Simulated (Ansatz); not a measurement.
C$_{2}$H$_{8}$B$_{2}$ (`BC(B)C`). Charge 0, multiplicity 1. All single points use the PBE0-D4/def2-TZVP geometry.

```xyz
12

B    -0.139    0.506   -1.433
C    -0.241    0.170    0.076
B    -0.868   -1.244    0.167
C     0.962    0.474    0.957
H     0.916    0.801   -1.921
H    -1.113    0.473   -2.127
H    -1.141    0.774    0.327
H    -1.923   -1.472   -0.349
H    -0.303   -2.124    0.753
H     1.278    1.517    0.873
H     0.760    0.271    2.012
H     1.812   -0.147    0.665
```

(1) What is the dipole moment at ωB97M-V/def2-TZVPP? (An estimate is asked.)

(2) And with PBE, r2SCAN, B3LYP? (Estimate.)

(3) Give the Mulliken charges with ωB97M-V, r2SCAN, PBE in def2-TZVPP. (Best estimate.)

Answers

(1) Computed: 0.81 D, with components (0.01, 0.54, 0.60) D in this frame, pointing from negative to positive charge.

(2) Ansatz gave: PBE 0.89 D, r2SCAN 0.86 D, B3LYP 0.80 D.

(3) Computed: 
| atom | ωB97M-V | r2SCAN | PBE |
| --- | --- | --- | --- |
| B1 | -0.21 | -0.07 | -0.12 |
| C2 | -0.06 | 0.04 | 0.03 |
| B3 | -0.21 | -0.07 | -0.12 |
| C4 | -0.31 | -0.13 | -0.24 |
| H5 | 0.08 | 0.00 | 0.02 |
| H6 | 0.09 | 0.02 | 0.04 |
| H7 | 0.11 | 0.06 | 0.09 |
| H8 | 0.09 | 0.02 | 0.04 |
| H9 | 0.08 | 0.00 | 0.02 |
| H10 | 0.11 | 0.04 | 0.08 |
| H11 | 0.11 | 0.04 | 0.08 |
| H12 | 0.11 | 0.05 | 0.09 |

B3LYP here is the variant with VWN-RPA as its local correlation; programs differ in this.
